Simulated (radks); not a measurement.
Values are calculated unless marked as measured or tabulated.
Question: These are the eigenvalues of the occupied orbitals of an atom or ion with whole-number occupations (eV). Code: a radial shooting solver on a logarithmic mesh with Libxc functionals. Model: scalar-relativistic Kohn-Sham, r2SCAN, spin-polarised, spherical densities, finite nucleus; meta-GGA in the generalised Kohn-Sham scheme; Fermi nuclear charge, rms radius of each element as measured or else 0.836 A^(1/3) + 0.57 fm.

orbital  eigenvalue
1s up     -13352.71
1s down   -13352.62
2s up     -1747.033
2s down   -1747.016
2p up     -1538.725
2p down   -1538.656
3s up     -244.2381
3s down   -244.1582
3p up     -177.6572
3p down   -177.5609
3d up      -68.0261
3d down    -67.8920
4s up      -21.3773
4s down    -20.3458
4p up       -8.6104
4p down     -7.6675

Which element is it, and in what charge state? The configuration may be excited. Open shells, if any, are filled with parallel spins first.

Answer: Z = 35, bromine, charge 0: Br in [Ar] 3d10 4s2 4p5. The list shows which subshells hold electrons but not how many an open one holds; the 1s level, -490.7 hartree, gives Z - s = 31.3 by -(Z - s)^2/2, which with screening and relativity narrows Z to a few neighbours, and the depths of the outer levels then fix element, charge and occupations together.
